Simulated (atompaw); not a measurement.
## A failed generation for He

Input:

```
He 2
GGA-PBE scalarrelativistic loggrid 1500 logderivrange -3 5 201
1 0 0 0 0 0
0 0 0
v
0
0.80 0.75 0.60 0.50
y
-0.65
n
custom polynom2 7 10 vanderbiltortho besselshape
bessel
0.80
0.54
PWSCFOUT
UPFDX 0.0125d0 UPFXMIN -7.d0 UPFZMESH 2.d0
END
```

```bash
atompaw < He.input > He.log
```

End of the output:

```
 Eigenvalues of overlap operator (in the basis of projectors):
    1       -1.90176428E-01
    2        4.59739213E+02

The overlap operator has at least one negative eigenvalue!
It might be not positive definite...
Program is stopping.
This probably means that your projectors are too similar
or that your PAW basis is incomplete.
Advice: try to change your input parameters (f.i. : reference energies).
```

Q: Why did it fail, and what change makes it run?

A: The run stopped because the overlap operator built from these waves and projectors is not positive definite. A run that differs only in the following succeeds: wave 1s channel at -0.65 Ry: rc 0.54 bohr becomes 1s channel at -0.65 Ry: rc 0.80 bohr. Other answers can fit too; this one was computed.
